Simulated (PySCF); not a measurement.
Gas-phase reaction: GaBr₃ + 2 Ga(OH)₃ ⇌ 3 GaBr + 3 H₂O + O₃. Level: ωB97X-V/def2-TZVP†; standard pressure 1 bar.

Energies from PySCF, thermal terms from the rigid-rotor harmonic-oscillator model, ideal gas at 1 bar. † marks an energy on the PBE0/def2-TZVP geometry and frequencies. All species are closed-shell singlets. Br, Ga: all electrons, no relativistic terms. Ga(OH)₃: computed as isolated molecules; such fragments, hydroxides, amides, oligomers or adducts are transient or little studied in the gas. The harmonic model lacks anharmonicity and excited electronic states, which grow with temperature; levels with a mode under 35 cm⁻¹ are left out. Strong static correlation: O₃. Soft modes under 120 cm⁻¹ make the harmonic entropy rough for GaBr₃.

| T (K) | 1000/T (1/K) | log10 K |
|---|---|---|
| 600 | 1.6667 | -75.37 |
| 800 | 1.2500 | -49.62 |
| 1000 | 1.0000 | -34.31 |
| 1200 | 0.8333 | -24.21 |
| 1400 | 0.7143 | ? |
| 1600 | 0.6250 | -11.75 |

**Question.** Fit log10 K = a + b·(1000/T) to the five rows, get the mean ΔH° and ΔS°, and predict log10 K at 1400 K.

**Answer.** Means: 1000/T = 1.0750, log10 K = -39.052. Sums of products about the means: Sxy = -39.56762, Sxx = 0.647278, so b = Sxy/Sxx = -61.13 and a = -39.052 − (-61.13)×1.0750 = 26.66.
ΔH° = −R ln 10 × 1000 K × b = −19.145 × (-61.13) = 1170 kJ; ΔS° = R ln 10 × a = 510 J/K. The run's own values go from 1188 kJ and 538 J/K at 600 K to 1132 kJ and 483 J/K at 1600 K.
Prediction at 1400 K: 26.66 + (-61.13)×0.7143 = -17.01. The computed value is -17.06, 0.05 from the line.
For scale, ΔH°(298 K) is 1201 kJ at this level, 1158 kJ at ωB97M-V/def2-TZVP†, and runs from 932 to 1290 kJ over the 20 levels computed.
